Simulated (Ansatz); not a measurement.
Consider the substitution at a C–C bond: `C=CCC1BC1` + HCl → `ClC1BC1` + propene.

Gas-phase electronic energies from Ansatz, PBE0-D4/def2-TZVP geometries. CCSD(T)/CBS is the MP2 limit (def2-TZVPP, def2-QZVPP) plus CCSD(T) − MP2 in def2-TZVPP, frozen cores. This one scheme is used for every species. Functionals use def2-TZVPP. B3LYP here is the variant with VWN-RPA as its local correlation; programs differ in this. Each species was taken in one conformer, which may not be the lowest.

```
        level  ΔE (eV)
        B3LYP     0.10
HF/def2-QZVPP     0.15
```

**Question.** What does CCSD(T)/CBS give? (Best estimate.)

**Answer.** Computed: +0.26 eV. The listed levels differ from it by -0.16, -0.11 eV.

Largest T1 diagnostic among the species: 0.011.

From PBE to PBE0 (25 % exact exchange), in def2-TZVPP and without D4, ΔE moves by +0.05 eV. In def2-TZVPP, CCSD(T) changes the Hartree–Fock value by +0.14 eV (the triples alone add +0.00 eV) and MP2 by +0.16 eV. The D4 term adds +0.09 eV with B3LYP and +0.05 eV with PBE0; it sums over pairs of atoms, weighted by their polarisabilities, and B3LYP, whose exchange is more repulsive, gets the larger term.
